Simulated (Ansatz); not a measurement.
K₂S⁺. Charge 1, multiplicity 2. Geometry PBE-D4/def2-TZVP; atoms count from 1.

```
atom   x (Å)   y (Å)   z (Å)
  K1  -1.136  -1.749   2.102
  K2   1.131   1.747  -2.106
  S3   0.005   0.002   0.004
```

The structure comes from a short search, and lower isomers may exist.

Estimate the Mulliken populations from the PBE0/def2-TZVP orbitals of Ansatz.


```tsv
atom	charge (e)	spin (α − β)
K1	0.85	0.00
K2	0.85	0.00
S3	-0.70	1.00
```
Mulliken values and Mayer orders depend strongly on the basis.

Where does the spin sit?

Summed by element: K 0.00, S 1.00, of 1 unpaired in all. Largest on single atoms: S3 1.00, K2 0.00, K1 0.00.
